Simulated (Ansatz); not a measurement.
Computed with frozen-core CCSD(T)/cc-pVTZ // PBE-D3(BJ)/def2-TZVP (Ansatz, an electronic-structure program).

Ansatz 0.2 input:
```yaml
crystal:
  periodic: [false, false, false]
  atoms:
    - { symbol: C, position_ang: [1.139412, 0.126103, -0.636215] }
    - { symbol: C, position_ang: [0.128131, -0.124652, -0.009503] }
    - { symbol: S, position_ang: [-1.18137, -0.576263, 0.948219] }
    - { symbol: H, position_ang: [2.019584, 0.359345, -1.198921] }
    - { symbol: H, position_ang: [-2.105757, 0.215466, 0.344865] }
basis:
  gaussian: { orbitals: cc-pVTZ }
correlation:
  method: ccsd_t
```

Output:

```
Functional definition: HF
698 factors; integrals over basis functions are off by at most 6.8e-4 eV
mean field evaluation 1: about -12906.8169 eV, gradient 2.6e1 eV
mean field evaluation 2: about -12906.8251 eV, gradient 2.6e1 eV
mean field evaluation 4: about -12908.8938 eV, gradient 3.6e0 eV
mean field evaluation 8: about -12908.9473 eV, gradient 3.0e-1 eV
mean field evaluation 16: about -12908.8861 eV, gradient 3.6e0 eV
mean field -12908.94813068 eV, -474.3950938031 hartree, gradient 4.8e-6 eV, S^2 0.000000; 0 other end points of the search recorded, 0 dependent functions left out
7 core orbitals not correlated
reference -12908.94813068 eV, -474.3950938031 hartree; 8, 8 occupied and 107, 107 virtual orbitals, 698 factors
second order -13.08260079 eV of doubles, -0.00000000 eV of singles
cycle   1  -13.19445318 eV  change   -1.1e-1 eV  update   9.2e-2
cycle   2  -13.60441517 eV  change   -4.1e-1 eV  update   2.9e-2
cycle   3  -13.68924749 eV  change   -8.5e-2 eV  update   1.3e-2
cycle   4  -13.68965821 eV  change   -4.1e-4 eV  update   4.0e-3
cycle   5  -13.69201820 eV  change   -2.4e-3 eV  update   1.6e-3
cycle   6  -13.69227489 eV  change   -2.6e-4 eV  update   4.5e-4
cycle   7  -13.69231274 eV  change   -3.8e-5 eV  update   1.5e-4
cycle   8  -13.69233729 eV  change   -2.5e-5 eV  update   6.2e-5
cycle   9  -13.69232531 eV  change    1.2e-5 eV  update   2.4e-5
cycle  10  -13.69230766 eV  change    1.8e-5 eV  update   7.7e-6
perturbative correction -0.72701420 eV, -0.0267172792 hartree
Total energy: -12923.36745254 eV, -474.9249941079 hartree
```

Cost: around 7 core-seconds (rough).
